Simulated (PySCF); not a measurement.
## Working out the ionisation energy of Fe

Fe [Ar] 3d6 4s2 (5D) → Fe⁺ [Ar] 3d6 4s1 (6D). Computed with PySCF 2.14 in x2c-SVPall (5s3p3d1f, 36 functions), with scalar relativity by spin-free X2C-1e. Frozen: [Ar]. Energies in hartree (1 hartree = 27.21139 eV):

```csv
part,Fe (lower),Fe⁺ (upper)
UHF,-1271.130856,-1270.894402
MP2 opposite-spin,-0.061490,-0.034146
MP2 same-spin,-0.051957,-0.050371
```

What does Hartree-Fock give?

(-1270.894402) − (-1271.130856) = 0.236454 hartree = 6.434 eV.

What do MP2 and SCS-MP2 (6/5 opposite-spin, 1/3 same-spin) give?

The opposite-spin parts differ by 0.744 eV and the same-spin parts by 0.043 eV. MP2: 6.434 + (0.744) + (0.043) = 7.221 eV. SCS-MP2: 6.434 + 1.2 × (0.744) + (0.043)/3 = 7.341 eV.

Measured between the centres of the two terms (NIST): 7.904 eV, so MP2 (valence) is off by -0.683 eV.

A double-zeta basis recovers only part of the correlation energy.

What remains against the reference includes basis incompleteness, the frozen core and correlation beyond second order.
